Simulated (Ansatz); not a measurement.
`CB(C)C[SiH3]` + H₂S → `CB(C)S` + `C[SiH3]` at 400 K and 1 bar (ligand exchange at a B–C bond).

Calculated with Ansatz (gas phase, PBE0-D4/def2-TZVP geometries, no zero-point term in ΔE). CBS: MP2 limit from def2 TZ/QZ plus the TZ coupled-cluster correction, frozen cores. This one scheme is used for every species. Each species was taken in one conformer, which may not be the lowest.

| species | CCSD(T)/CBS energy (Eh) | H − E (kJ/mol) | S (J/(mol·K)) |
| --- | --- | --- | --- |
| `CB(C)C[SiH3]` | -434.67777 | 380.1 | 427.5 |
| H₂S | -398.97279 | 53.4 | 215.9 |
| `CB(C)S` | -502.93918 | 259.5 | 360.5 |
| `C[SiH3]` | -330.73916 | 180.9 | 277.1 |

H − E and S are ideal-gas, rigid-rotor, harmonic terms from PBE0-D4/def2-TZVP, for one conformer and one mirror image of each species. 1 Eh = 2625.50 kJ/mol, R = 8.31446 J/(mol·K).

Problem. By hand: ΔE, ΔH, ΔS and ΔG.

Solution. ΔE = (-502.93918) + (-330.73916) − (-434.67777) − (-398.97279) = -0.02778 Eh = -72.9 kJ/mol. Δ(H − E) = 259.5 + 180.9 − 380.1 − 53.4 = 6.9, so ΔH = -66.0 kJ/mol. ΔS = 360.5 + 277.1 − 427.5 − 215.9 = -5.8 J/(mol·K). ΔG = -66.0 − 400 × (-5.8)/1000 = -63.7 kJ/mol.

Problem. By hand: the equilibrium constant, and the temperature at which ΔG would vanish if ΔH and ΔS stayed fixed.

Solution. log₁₀ K = −ΔG/(RT ln 10) = 8.3. ΔG = 0 at ΔH/ΔS = 11379 K, far beyond where these terms or the molecules hold.

The number of gas molecules stays the same, so ΔS is small and ΔH decides. A doubt of 5 kJ/mol in ΔE shifts log₁₀ K by 0.7 here. Other conformers and mirror images would add mixing entropy, several J/(mol·K) or more a flexible species. Modes under 60 cm⁻¹, often nearly free rotors, make the harmonic entropy too high. These are equilibria of isolated gas molecules and say nothing of rates. Largest T1 diagnostic: 0.012 (customary marks: 0.02 for closed shells, 0.045 for open ones).
